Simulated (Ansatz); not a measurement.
trans-VF2(H2O)4 (VO4F2H8). Total charge 0; quartet. Geometry PBE-D4/def2-SVP; atoms count from 1.

```xyz
15

F    -0.3942    1.7819    0.9372
F     0.3936   -1.7812   -0.9378
O    -1.8894    0.8125   -0.7271
O     1.8892   -0.8129    0.7267
O    -1.2337   -1.5542    0.8902
O     1.2348    1.5546   -0.8894
V     0.0000    0.0003   -0.0001
H    -1.7964    1.2295   -1.6044
H    -1.5981    1.5254   -0.0571
H     1.5977   -1.5252    0.0561
H     1.7954   -1.2307    1.6036
H    -0.8027   -2.0795    0.1416
H    -2.1396   -1.3649    0.5741
H     2.1401    1.3643   -0.5722
H     0.8034    2.0801   -0.1411
```

No other spin state of charge 0 was run.

**Question.** Estimate the Mulliken populations from the PBE0/def2-TZVP orbitals of Ansatz.

**Answer.** 
```csv
atom,charge (e),spin (α − β),d electrons
F1,-0.62,-0.01,–
F2,-0.61,-0.01,–
O3,-0.63,-0.02,–
O4,-0.63,-0.02,–
O5,-0.61,-0.02,–
O6,-0.61,-0.02,–
V7,0.73,3.08,3.66
H8,0.36,0.00,–
H9,0.39,0.00,–
H10,0.39,0.00,–
H11,0.36,0.00,–
H12,0.38,0.01,–
H13,0.36,0.00,–
H14,0.36,0.00,–
H15,0.38,0.01,–
```
Mulliken values and Mayer orders depend strongly on the basis.

**Question.** Where does the spin sit?

**Answer.** Summed by element: F -0.02, O -0.09, V 3.08, H 0.03, of 3 unpaired in all. Largest on single atoms: V7 3.08, O3 -0.02, O4 -0.02.

**Question.** And the Mayer bond orders between bonded heavy atoms (over 0.3)?

**Answer.** F1–V7 0.44 (2.05 Å); F2–V7 0.44 (2.05 Å); O3–V7 0.32 (2.18 Å); O4–V7 0.32 (2.18 Å); O5–V7 0.32 (2.18 Å); O6–V7 0.32 (2.18 Å).
